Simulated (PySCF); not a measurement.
Geometry:
| atom | x (Å) | y (Å) | z (Å) |
| --- | --- | --- | --- |
| C1 | -2.234 | 0.593 | -0.310 |
| C2 | -1.407 | -0.672 | -0.266 |
| F3 | -1.887 | -1.507 | 0.715 |
| C4 | 0.042 | -0.398 | -0.004 |
| C5 | 0.696 | -0.810 | 1.082 |
| O6 | 2.035 | -0.535 | 1.308 |
| C7 | 2.562 | 0.262 | 0.358 |
| F8 | 3.801 | 0.578 | 0.641 |
| C9 | 1.930 | 0.692 | -0.733 |
| O10 | 0.619 | 0.338 | -1.002 |
| H11 | -2.181 | 1.106 | 0.662 |
| H12 | -1.846 | 1.268 | -1.086 |
| H13 | -3.282 | 0.354 | -0.535 |
| H14 | -1.481 | -1.205 | -1.232 |
| H15 | 0.232 | -1.396 | 1.870 |
| H16 | 2.390 | 1.340 | -1.473 |

Non-relativistic Hamiltonian, isolated molecule, rapidly exchanging positions averaged, a single conformation. Geometry: PBE0-D3(BJ)/def2-SVP; NMR shieldings at CAM-B3LYP/pcSseg-1/GIAO; PySCF 2.14.

Chemical shifts δ = σref − σ; ¹³C (σ = 182.45 ppm) and ¹H (σ = 31.33 ppm) against TMS; ¹⁹F (σ = 189.10 ppm) against CFCl3; ¹⁷O (σ = 338.55 ppm) against H2O, all at this level.

```tsv
atoms	nucleus	count	δ (ppm)
H16	¹H	1	?
H15	¹H	1	?
C1	¹³C	1	?
H14	¹H	1	?
H11/H12/H13	¹H	3	1.36
F3	¹⁹F	1	-212.2
C9	¹³C	1	112.2
O10	¹⁷O	1	78.8
C5	¹³C	1	128.4
C4	¹³C	1	148.1
F8	¹⁹F	1	-125.3
O6	¹⁷O	1	120.6
C7	¹³C	1	166.3
C2	¹³C	1	87.2
```

Q: Fill in the missing shifts.

A: 
- C1: 21.7 ppm, methyl carbon; a saturated carbon with 1 carbon neighbour and no heteroatom attached
- H15: 5.80 ppm, hydrogen on an alkene carbon bearing oxygen; a vinylic proton, deshielded by the sp2 carbon and the C=C anisotropy
- H16: 5.70 ppm, hydrogen on an alkene carbon bearing oxygen; a vinylic proton, deshielded by the sp2 carbon and the C=C anisotropy
- H14: 4.57 ppm, hydrogen on an allylic sp3 CH bonded to F; its carbon carries F, which withdraws density

Shifts are as computed, not scaled to solution data. Of 1211 compounds with measured shifts, 218 miss one by over three times the rms of a fit or turn the order of signals round; such compounds aren't used in these exercises. Unscaled 19F shifts against computed CFCl3 carry errors that often reach 10 to 50 ppm. Experimental scales use liquid or dissolved standards, which lie at an offset from isolated H2O (liquid H2O: subtract about 36 ppm).
